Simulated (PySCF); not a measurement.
PySCF input file for C3H5ClOSi, SMILES C1C=CO[Si@@H]1Cl, PBE/pcSseg-1. Coordinates come from a B3LYP-D3(BJ)/def2-SVP optimisation. The structure was generated by enumeration; whether it is a known compound was not checked. The values are those of a single conformer.

```python
import numpy as np
from pyscf import gto, scf, dft
from pyscf.prop.nmr import rks as nmr

mol = gto.M(
    atom='''
    Cl    1.88056147   -0.02978160   -0.94060721
    Si    0.47534954   -0.08180910    0.58225948
    C    -0.88779202   -1.35400020    0.28163351
    C    -2.04343857   -0.42847840   -0.05079389
    C    -1.78790352    0.88253353    0.08248621
    O    -0.53557819    1.28069263    0.49161129
    H     1.21069239   -0.08064714    1.86408692
    H    -1.08867040   -1.96873492    1.17792863
    H    -0.64590009   -2.05080957   -0.53786368
    H    -3.01749809   -0.79811621   -0.37648200
    H    -2.48363222    1.70405155   -0.10182556
    ''',
    basis='pcSseg-1',
    charge=0,
    spin=0,
    max_memory=1600,
    verbose=3,
)
mf = dft.RKS(mol, xc='pbe')
mf.grids.level = 3
mf.conv_tol = 1e-10
mf.max_cycle = 100
mf.kernel()
n = nmr.NMR(mf)
n.verbose = 2
n.max_cycle_cphf = 60
sigma = n.kernel()
print('atom   isotropic/ppm   span/ppm')
for i, s in enumerate(sigma):
    w = np.linalg.eigvalsh((s + s.T) / 2)
    print(f'{mol.atom_symbol(i):2s}{i + 1:3d} {w.mean():14.3f} {w[2] - w[0]:11.3f}')
```

Log of the run:

```
converged SCF energy = -941.700353229256
atom   isotropic/ppm   span/ppm
Cl  1        840.334     290.003
Si  2        300.257      66.352
C   3        158.381      21.706
C   4         73.437     165.514
C   5         24.262     158.429
O   6        159.982     157.859
H   7         25.221       9.670
H   8         29.344      11.557
H   9         29.457       9.637
H  10         25.911       3.631
H  11         24.567       4.449
```

The run converged.
